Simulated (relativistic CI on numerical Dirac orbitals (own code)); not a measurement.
Ligand-field terms of d6

Computed with a parametric ligand-field model of a d^n configuration (Racah B and C, spin-orbit zeta, crystal field), exact diagonalisation.

Field parameters in Wybourne normalisation: D3d B²₀ = −7Dσ, B⁴₀ = −14Dq − 21Dτ, B⁴₃ = −14√(10/7) Dq; D4h B²₀ = −7Ds, B⁴₀ = 21(Dq − Dt), B⁴₄ = 21√(5/14) Dq; Oh B⁴₀ = 21Dq, B⁴₄ = √(5/14) B⁴₀. The field is a parameter set, without covalency.

(1) Ground term and bands for B = 750, C = 2760, ζ = 0 cm⁻¹, D4h, 10Dq = 20050, Ds = -600, Dt = -730 cm⁻¹?

(2) Ground term and bands for B = 420, C = 2030, ζ = 0 cm⁻¹, D3d, 10Dq = 17800, Dσ = -1200, Dτ = -90 cm⁻¹?

(3) Ground term and bands for B = 770, C = 2820, ζ = 0 cm⁻¹, Oh, 10Dq = 5000 cm⁻¹?

(4) A d6 ion in Oh symmetry has the ground term 1A1 and bands at 3T1 23827 cm⁻¹ (420 nm), 3T2 28889 cm⁻¹ (346 nm), 1T1 29853 cm⁻¹ (335 nm), 5T2 38723 cm⁻¹ (258 nm), 1T2 40036 cm⁻¹ (250 nm), 1T2 61019 cm⁻¹ (164 nm), 1E 61255 cm⁻¹ (163 nm). Which parameters reproduce them?

(5) Ground term and bands for B = 650, C = 2300, ζ = 0 cm⁻¹, D4h, 10Dq = 28400, Ds = -1160, Dt = 230 cm⁻¹?

Answers

(1) Ground term 1A1 with 0.04 electrons in the two orbitals of the cubic e set. Spin-allowed: 1A2 18293 cm⁻¹ (547 nm), 1E 23788 cm⁻¹ (420 nm), 1E 32352 cm⁻¹ (309 nm), 1B2 34109 cm⁻¹ (293 nm). Lowest spin-forbidden: 3A2 12291 cm⁻¹ (814 nm), 3E 16863 cm⁻¹ (593 nm), 3E 22306 cm⁻¹ (448 nm).

(2) Ground term 1A1 with 0.05 electrons in the two orbitals of the cubic e set. Spin-allowed: 1E 14995 cm⁻¹ (667 nm), 1A2 17467 cm⁻¹ (573 nm), 1E 22159 cm⁻¹ (451 nm), 1A1 22487 cm⁻¹ (445 nm). Lowest spin-forbidden: 3E 10484 cm⁻¹ (954 nm), 3A2 13152 cm⁻¹ (760 nm), 3E 15008 cm⁻¹ (666 nm).

(3) Ground term 5T2 with 2.00 electrons in the two orbitals of the cubic e set. Spin-allowed: 5E 5000 cm⁻¹ (2000 nm). Lowest spin-forbidden: 3T1 10934 cm⁻¹ (915 nm), 3T2 13175 cm⁻¹ (759 nm), 1A1 13512 cm⁻¹ (740 nm).

(4) B = 730, C = 2820, ζ = 0 cm⁻¹, Oh, 10Dq = 31850 cm⁻¹.

(5) Ground term 1A1 with 0.02 electrons in the two orbitals of the cubic e set. Spin-allowed: 1E 24501 cm⁻¹ (408 nm), 1A2 26784 cm⁻¹ (373 nm), 1E 32506 cm⁻¹ (308 nm), 1B2 38707 cm⁻¹ (258 nm). Lowest spin-forbidden: 3E 19229 cm⁻¹ (520 nm), 3A2 21746 cm⁻¹ (460 nm), 3E 23320 cm⁻¹ (429 nm).
